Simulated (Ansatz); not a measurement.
Al(H2S)F3 (AlH2SF3), relaxed as a singlet with RKS PBE-D4/def2-SVP in Ansatz, starting from the GFN2-xTB geometry. Force threshold 0.02 eV/Å.

Start:

Cartesian coordinates in Å:
```
Al 0.993 -0.181 0.118
S -1.332 -0.136 -0.726
H -1.790 -0.383 0.502
H -1.376 1.184 -0.542
F 1.132 -1.796 0.385
F 0.642 0.770 1.423
F 1.731 0.543 -1.159
```

(1) Estimate the energy that the relaxation releases and the steps that it takes.

(2) Does the start keep its bonding and symmetry?

(3) Predict the relaxed structure.

## Answers

(1) 0.08 eV, in 6 steps; 6.5 s on 2 threads of AMD EPYC 7R13 on a shared host. No frequencies were taken in this run, so the end may be a saddle point.

(2) By distances, no bond broke or formed. The bond that changes most is Al1–S2, from 2.47 to 2.50 Å (atoms count from 1). Point group Cs at the start, Cs at the end, both within 0.05 Å.

(3) 
```xyz
7

Al    1.009   -0.178    0.129
S    -1.342   -0.141   -0.734
H    -1.890   -0.384    0.492
H    -1.472    1.209   -0.578
F     1.175   -1.823    0.384
F     0.740    0.780    1.478
F     1.781    0.538   -1.171
```
Bond lengths: 3 × Al–F 1.67 to 1.68 Å; 1 × Al–S 2.50 Å; 2 × H–S 1.36 Å.
